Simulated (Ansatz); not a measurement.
Isolated molecules relaxed with PBE0-D4/def2-TZVP in Ansatz; ΔE leaves out vibrations. CBS: MP2 limit from def2 TZ/QZ plus the TZ coupled-cluster correction, frozen cores. For Ge outer-core shells are correlated without core-valence functions, which leaves a few kJ/mol of doubt a bond. Scalar relativity is left out up to krypton.

Reaction (isomerisation): `[CH2]1[SiH2][SiH2][GeH2]1` → `[SiH3][SiH]1[CH2][GeH2]1`

`[CH2]1[SiH2][SiH2][GeH2]1`:

```xyz
12

C     0.304    1.335   -0.122
Si    1.257   -0.184   -0.726
Si   -0.110   -1.601    0.555
Ge   -1.399    0.411    0.349
H     0.745    1.718    0.802
H     0.211    2.160   -0.829
H     2.734   -0.151   -0.531
H     0.981   -0.413   -2.172
H     0.371   -1.801    1.950
H    -0.610   -2.892    0.014
H    -2.127    1.014    1.565
H    -2.358    0.403   -0.855
```

`[SiH3][SiH]1[CH2][GeH2]1`:

Cartesian coordinates in Å:
```
Si 2.021 0.062 -0.892
Si -0.299 0.079 -0.791
C -1.092 0.899 0.718
Ge -1.366 -1.070 0.899
H 2.532 -0.169 0.485
H 2.566 1.355 -1.392
H 2.498 -1.031 -1.780
H -1.021 0.278 -2.073
H -0.437 1.363 1.451
H -1.991 1.487 0.550
H -0.589 -1.725 2.041
H -2.821 -1.527 0.784
```

| species | CCSD(T)/CBS(def2) energy (Eh) |
| --- | --- |
| `[CH2]1[SiH2][SiH2][GeH2]1` | -2697.12448 |
| `[SiH3][SiH]1[CH2][GeH2]1` | -2697.09215 |

Question: Work out ΔE.

Answer: ΔE = (-2697.09215) − (-2697.12448) = 0.03233 Eh = +84.9 kJ/mol.

Largest T1 diagnostic among the species: 0.013.

The D4 term adds +4.4 kJ/mol with B3LYP and +2.1 kJ/mol with PBE0; it sums over pairs of atoms, weighted by their polarisabilities, and B3LYP, whose exchange is more repulsive, gets the larger term. From PBE to PBE0 (25 % exact exchange), in def2-TZVPP and without D4, ΔE moves by +6.2 kJ/mol.

B3LYP here is the variant with VWN-RPA as its local correlation; programs differ in this.
